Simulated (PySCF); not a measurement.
Species: C8H9FS.
SMILES with atom numbers: `[CH3:1][S:2][c:3]1[cH:4][cH:5][c:6]([CH2:7][F:8])[cH:9][cH:10]1` (hydrogens: H11, H12, H13 on C1; H14 on C4; H15 on C5; H16, H17 on C7; H18 on C9; H19 on C10)

Computed by this run: PBE0-D3(BJ)/def2-SVP geometry optimisation, gas phase (PySCF); density fitting, grid level 1; the optimiser is geomeTRIC in internal coordinates, started from a GFN2-xTB structure with every atom displaced at random (about 0.01 Å).

The end geometry, which sets the zero of energy:
```
atom  x, y, z in Å
C1     -3.4005    0.8789   -0.9135
S2     -2.6544   -0.7220   -0.5799
C3     -0.9565   -0.3306   -0.3208
C4     -0.1006   -1.4080   -0.0361
C5      1.2522   -1.1936    0.1813
C6      1.7946    0.0958    0.1207
C7      3.2640    0.3107    0.3466
F8      3.5922    1.6397    0.3094
C9      0.9456    1.1625   -0.1603
C10    -0.4171    0.9576   -0.3787
H11    -2.9801    1.3452   -1.8168
H12    -4.4671    0.6794   -1.0846
H13    -3.3031    1.5619   -0.0568
H14    -0.5071   -2.4215    0.0146
H15     1.8976   -2.0492    0.4026
H16     3.5664   -0.0966    1.3280
H17     3.8527   -0.2129   -0.4284
H18     1.3591    2.1713   -0.2066
H19    -1.0505    1.8186   -0.5951
```

Question: These geometries come from the run, each turned onto the end geometry. Order them by energy, lowest first.
A.
```
atom  x, y, z in Å
C1     -3.3973    0.8852   -0.9137
S2     -2.6607   -0.7208   -0.5845
C3     -0.9591   -0.3396   -0.3209
C4     -0.0972   -1.4090   -0.0341
C5      1.2587   -1.1945    0.1848
C6      1.7919    0.0967    0.1218
C7      3.2620    0.3122    0.3455
F8      3.5897    1.6401    0.3143
C9      0.9393    1.1623   -0.1616
C10    -0.4213    0.9500   -0.3796
H11    -2.9754    1.3517   -1.8164
H12    -4.4652    0.6920   -1.0855
H13    -3.2960    1.5661   -0.0557
H14    -0.4939   -2.4263    0.0188
H15     1.9034   -2.0500    0.4088
H16     3.5680   -0.1010    1.3235
H17     3.8492   -0.2084   -0.4331
H18     1.3493    2.1724   -0.2093
H19    -1.0583    1.8079   -0.5971
```
B.
```
atom  x, y, z in Å
C1     -3.4038    0.8787   -0.9169
S2     -2.6537   -0.7206   -0.5864
C3     -0.9537   -0.3280   -0.3170
C4     -0.1091   -1.4083   -0.0321
C5      1.2538   -1.1929    0.1872
C6      1.7969    0.0920    0.1265
C7      3.2657    0.3138    0.3427
F8      3.5892    1.6416    0.3097
C9      0.9466    1.1605   -0.1541
C10    -0.4147    0.9598   -0.3726
H11    -2.9855    1.3503   -1.8216
H12    -4.4676    0.6747   -1.0906
H13    -3.3122    1.5606   -0.0615
H14    -0.5004   -2.4227    0.0170
H15     1.8923   -2.0527    0.4113
H16     3.5775   -0.1038    1.3187
H17     3.8498   -0.2082   -0.4416
H18     1.3631    2.1697   -0.2023
H19    -1.0472    1.8225   -0.5907
```
C.
```
atom  x, y, z in Å
C1     -3.3917    0.8685   -0.9217
S2     -2.6482   -0.7135   -0.5605
C3     -0.9579   -0.3244   -0.3175
C4     -0.0615   -1.3949   -0.0354
C5      1.2479   -1.1968    0.1676
C6      1.7808    0.0991    0.1122
C7      3.2678    0.2864    0.3426
F8      3.6290    1.6183    0.3278
C9      0.9412    1.1652   -0.1416
C10    -0.4134    0.9567   -0.3625
H11    -2.9863    1.3153   -1.8171
H12    -4.4574    0.6798   -1.0851
H13    -3.3317    1.5731   -0.0874
H14    -0.5287   -2.3890    0.0230
H15     1.8928   -2.0395    0.3920
H16     3.5595   -0.0983    1.3253
H17     3.8474   -0.1887   -0.4482
H18     1.3355    2.1661   -0.2050
H19    -1.0378    1.8037   -0.5829
```

Answer: A (0.002 eV), B (0.005 eV), C (0.135 eV).

In the order of the answer:

```json
{"step": "2", "E above end (eV)": "0.002", "largest force (eV/Å)": "0.24", "rms force component (eV/Å)": "0.049", "rms distance from end (Å)": "0.009", "rms bond change (Å)": "0.001", "bond most changed (Å)": "C4–C5 +0.003"}
{"step": "1", "E above end (eV)": "0.005", "largest force (eV/Å)": "0.70", "rms force component (eV/Å)": "0.128", "rms distance from end (Å)": "0.008", "rms bond change (Å)": "0.003", "bond most changed (Å)": "C4–C5 +0.010"}
{"step": "0", "E above end (eV)": "0.135", "largest force (eV/Å)": "3.34", "rms force component (eV/Å)": "0.599", "rms distance from end (Å)": "0.026", "rms bond change (Å)": "0.016", "bond most changed (Å)": "C4–C5 -0.047"}
```

The cost below is that of the whole optimisation. Time: 2.2 min of wall time; peak memory 0.82 GiB. Hardware: Arm Neoverse V1, one thread, no GPU, shared host with 32 logical CPUs at a one-minute load of 15.
